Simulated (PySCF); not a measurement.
C3H9ClS2Si, singlet, geometry from GFN2-xTB, with bond 9-1 at 1.4 times its length; CASCI(6,6)+NEVPT2/STO-3G (PySCF).

Input for PySCF:
```python
from pyscf import gto, scf, mcscf, mrpt
import numpy

mol = gto.Mole()
mol.atom = '''
    C     1.648531   -1.746390    0.986448
    S     0.876072   -0.238184    1.655664
    Si    0.023303    0.580088   -0.159053
    C    -0.696381    2.272694    0.296905
    Cl    1.416206    0.709766   -1.619637
    S    -1.475873   -0.797516   -0.895282
    C    -2.530120   -0.935623    0.587206
    H     2.052432   -2.289985    1.833559
    H     2.763547   -1.358093    0.030094
    H     0.899948   -2.345785    0.477223
    H    -1.322339    2.208377    1.181603
    H    -1.296820    2.669065   -0.516447
    H     0.097121    2.982870    0.506478
    H    -1.910805   -1.100106    1.463459
    H    -3.117626   -0.030300    0.698271
    H    -3.183998   -1.785244    0.423619
'''
mol.basis = 'sto-3g'
mol.charge = 0
mol.spin = 0
mol.verbose = 4
mol.build()

mf = scf.RHF(mol)
mf.kernel()
mc = mcscf.CASCI(mf, 6, 6)
mc.fix_spin_(ss=0.0)
mc.kernel()
occ = numpy.linalg.eigvalsh(mc.fcisolver.make_rdm1(mc.ci, mc.ncas, mc.nelecas))[::-1]
ss = mc.fcisolver.spin_square(mc.ci, mc.ncas, mc.nelecas)[0]
print('natural occupations', occ.round(4), ' <S^2>', round(ss, 4))
e2 = mrpt.NEVPT(mc).kernel()
print('E(NEVPT2) = %.10f' % (mc.e_tot + e2))
```

The log (banner, timings and long lists left out):

```
PySCF version 2.14.0

[INPUT] verbose = 4
[INPUT] num. atoms = 16
[INPUT] num. electrons = 90
[INPUT] charge = 0
[INPUT] spin (= nelec alpha-beta = 2S) = 0
[INPUT] symmetry False subgroup None
[INPUT] Mole.unit = angstrom
[INPUT] Symbol           X                Y                Z      unit          X                Y                Z       unit  Magmom
[...]
nuclear repulsion = 651.190366542607
number of shells = 38
number of NR pGTOs = 180
number of NR cGTOs = 60
basis = sto-3g
ecp = {}

******** <class 'pyscf.scf.hf.RHF'> ********
method = RHF
initial guess = minao
damping factor = 0
level_shift factor = 0
DIIS = <class 'pyscf.scf.diis.CDIIS'>
diis_start_cycle = 1
diis_space = 8
diis_damp = 0
SCF conv_tol = 1e-09
SCF conv_tol_grad = None
SCF max_cycles = 50
direct_scf = True
direct_scf_tol = 1e-13
Set gradient conv threshold to 3.16228e-05
Initial guess from minao.
init E= -1643.66858522879
[...]
cycle= 1 E= -1643.94233791893  delta_E= -0.274  |g|= 0.448  |ddm|= 4.75
[...]
cycle= 2 E= -1644.04052366032  delta_E= -0.0982  |g|= 0.141  |ddm|= 1.06
[...]
cycle= 3 E= -1644.04788405792  delta_E= -0.00736  |g|= 0.029  |ddm|= 0.239
[...]
cycle= 4 E= -1644.04850205957  delta_E= -0.000618  |g|= 0.00587  |ddm|= 0.0882
[...]
cycle= 5 E= -1644.04852145057  delta_E= -1.94e-05  |g|= 0.00137  |ddm|= 0.0137
[...]
cycle= 6 E= -1644.04852283192  delta_E= -1.38e-06  |g|= 0.000249  |ddm|= 0.00415
[...]
cycle= 7 E= -1644.04852288452  delta_E= -5.26e-08  |g|= 5.9e-05  |ddm|= 0.000835
[...]
cycle= 8 E= -1644.04852288745  delta_E= -2.94e-09  |g|= 1.77e-05  |ddm|= 0.000192
[...]
cycle= 9 E= -1644.04852288782  delta_E= -3.67e-10  |g|= 4.29e-06  |ddm|= 8.13e-05
[...]
Extra cycle  E= -1644.04852288783  delta_E= -9.55e-12  |g|= 2.05e-06  |ddm|= 1.45e-05
converged SCF energy = -1644.04852288783

******** <class 'pyscf.mcscf.casci.CASCI'> ********
CAS (3e+3e, 6o), ncore = 42, nvir = 12
natorb = False
canonicalization = True
sorting_mo_energy = False
******** <class 'pyscf.fci.addons.SpinPenaltyFCISolver'> ********
max. cycles = 200
conv_tol = 1e-08
davidson only = True
linear dependence = 1e-12
level shift = 0.001
max iter space = 12
nroots = 1
pspace_size = 400
spin = None
Density matrix diagonal elements [1.99535062e+00 1.99803410e+00 1.99760926e+00 5.05684316e-03
 2.02800724e-03 1.92117135e-03]
CASCI converged
CASCI E = -1644.05248785957  E(CI) = -5.64249438604520  S^2 = 0.0000000
natural occupations [1.9994e+00 1.9983e+00 1.9934e+00 7.0000e-03 1.5000e-03 4.0000e-04]  <S^2> 0.0

[...]
0 C 1s          -0.00093
0 C 2s           0.06198
0 C 2px         -0.01806
0 C 2py          0.09529
0 C 2pz          0.03431
1 S 1s          -0.00015
1 S 2s           0.00194
1 S 3s          -0.06130
1 S 2px         -0.00172
1 S 2py         -0.00250
1 S 2pz         -0.00070
1 S 3px          0.05084
1 S 3py          0.10360
1 S 3pz          0.02016
2 Si 1s         -0.00059
2 Si 2s          0.00332
2 Si 3s         -0.26189
2 Si 2px         0.01188
2 Si 2py         0.00389
2 Si 2pz        -0.01408
2 Si 3px        -0.43359
2 Si 3py        -0.14589
2 Si 3pz         0.50906
3 C 1s          -0.00054
3 C 2s           0.03156
3 C 2px         -0.00889
3 C 2py         -0.07598
3 C 2pz          0.02223
4 Cl 1s          0.00042
4 Cl 2s         -0.00678
4 Cl 3s          0.17662
4 Cl 2px         0.00797
4 Cl 2py         0.00039
4 Cl 2pz        -0.00803
4 Cl 3px        -0.32696
4 Cl 3py        -0.01666
4 Cl 3pz         0.32991
5 S 1s           0.00027
5 S 2s          -0.00350
5 S 3s           0.09801
5 S 2px          0.00305
5 S 2py          0.00026
5 S 2pz         -0.00421
5 S 3px         -0.13031
5 S 3py         -0.01624
5 S 3pz          0.17469
6 C 1s           0.00221
6 C 2s          -0.14433
6 C 2px         -0.15919
6 C 2py         -0.01472
6 C 2pz          0.21100
7 H 1s          -0.02263
8 H 1s          -0.03688
9 H 1s           0.01560
10 H 1s         -0.13170
11 H 1s          0.04255
12 H 1s          0.06868
13 H 1s          0.00559
14 H 1s          0.00283
15 H 1s          0.04021
<CAS-nat-orb|mo-hf>  43     43       0.43944223
<CAS-nat-orb|mo-hf>  43     44       0.88263573
<CAS-nat-orb|mo-hf>  44     43      -0.41184694
<CAS-nat-orb|mo-hf>  44     45       0.91065231
<CAS-nat-orb|mo-hf>  45     43       0.79829185
<CAS-nat-orb|mo-hf>  45     44      -0.46889641
<CAS-nat-orb|mo-hf>  46     46       0.83557026
<CAS-nat-orb|mo-hf>  46     48       0.42095752
<CAS-nat-orb|mo-hf>  47     47       0.84374096
<CAS-nat-orb|mo-hf>  47     48       0.52916153
<CAS-nat-orb|mo-hf>  48     46      -0.54198152
<CAS-nat-orb|mo-hf>  48     47      -0.40432524
<CAS-nat-orb|mo-hf>  48     48       0.73672849
Sr    (-1)',   E = -0.00264043999430
Si    (+1)',   E = -0.00712653166328
Sijrs (0)  ,   E = -0.15651182241830
Sijr  (+1) ,   E = -0.04439902939376
Srsi  (-1) ,   E = -0.01152502708628
Srs   (-2) ,   E = -0.00196315508504
Sij   (+2) ,   E = -0.01935067901528
Sir   (0)' ,   E = -0.01598770619520
Nevpt2 Energy = -0.259504390851439
E(NEVPT2) = -1644.3119922504
```
